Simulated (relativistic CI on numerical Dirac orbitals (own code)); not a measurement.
**One change at a time: W57+**

Base calculation: Dirac-Coulomb-Breit CI, KLI orbitals optimised for each configuration, a model potential for QED, unscaled Slater integrals.

Configurations in the expansion (outside the closed core [Ne]): 3s2.3p5, 3s2.3p4.3d, 3s.3p6, 3s.3p5.3d, 3s.3p4.3d2, 3p6.3d, 3s2.3p3.3d.4p, 3s.3p4.3d.4s, 3p6.4s, 3s2.3p4.4s, 3p6.4p, 3s2.3p4.4p, 3s2.3p4.4d, 3s.3p5.4s, 3p5.3d.4p, 3s2.3p4.4f, 3s.3p5.4p, 3s.3p5.4d, 3s.3p5.4f, 3s2.3p4.5s, 3s2.3p4.5p, 3s2.3p3.4s.4p, 3s2.3p4.5d, 3s2.3p4.5f, 3s2.3p4.5g, 3s.3p4.4s2, 3s.3p5.5s, 3s.3p5.5p, 3s2.3p3.3d2, 3s2.3p2.3d3, 3s.3p3.3d3, 3s2.3p2.3d2.4s, 3s2.3p2.3d2.4p, 3s2.3p2.3d2.4d, 3p5.3d2, 3p4.3d3, 3p4.3d2.4s, 3p4.3d2.4p, 3p4.3d2.4d, 3s2.3p3.3d.4s, 3s.3p3.3d2.4s, 3s2.3p2.3d.4s2, 3s2.3p2.3d.4s.4p, 3s2.3p2.3d.4s.4d, 3p5.3d.4s, 3p4.3d.4s2, 3p4.3d.4s.4p, 3p4.3d.4s.4d, 3s2.3p3.4s2, 3s.3p3.3d.4s2, 3s2.3p2.4s2.4p, 3s2.3p2.4s2.4d, 3s2.3p3.4p2, 3s2.3p2.3d.4p2, 3s.3p3.3d.4p2, 3s2.3p2.4s.4p2, 3s2.3p2.4p3, 3s2.3p2.4p2.4d. Double excitations out of closed p, d and f shells are left out; levels of such configurations are missing from the list, as are those of other unlisted configurations, and high levels can miss mixing partners. These lack a partner that the ground configuration has and come out too high: 3s2.3p4.4f, 3s.3p5.4p, 3s.3p5.4d, 3s.3p5.4f, 3s2.3p4.5s.

Variants: (1) valence Slater integrals scaled by 0.9; (2) Breit term removed; (3) one mean potential for all configurations. Shifts of the energy above 3s2.3p5 2P°_3/2, in eV, for the lowest level and the first level of each name with at least 55 % of one term (blank where a level changes its place among those of its configuration and J or its character, or is not in the variant):

```
            Level     Base    Δ(1)    Δ(2)    Δ(3)
  3s2.3p5 2P°_3/2    0.000   0.000   0.000   0.000
3s2.3p4.3d 2D_3/2  265.463  -1.401  +1.182  -0.144
3s2.3p4.3d 4F_9/2  319.004  +0.648  +4.267  -0.148
3s2.3p4.3d 2P_1/2  325.801  +0.452  +3.362  -0.144
  3s2.3p5 2P°_1/2  347.828  +0.292  +3.688  +0.010
    3s.3p6 2S_1/2  541.644  +3.212  +1.101  +0.056
3s2.3p4.3d 4D_1/2  572.218  +2.634  +4.931  -0.136
3s2.3p4.3d 2G_7/2  592.537  +0.381  +6.341  -0.143
3s2.3p4.3d 2G_9/2  670.514  +0.387  +8.454  -0.146
3s.3p5.3d 4P°_1/2  758.026  +5.340  +1.518  +0.048
```

At this charge energies of transitions that change n are usually good to better than 1 %, and those within a shell (Δn = 0) to a few per cent.

Ionisation energy from the two ground configurations alone: base 5846.34 eV; Breit term removed 5852.57 eV. The NIST ASD value (semi-empirical) is 5840 eV.

LS names give the leading component of a level, which can be under half, so a name can repeat, a term be missing and a line seem to break the LS rules.
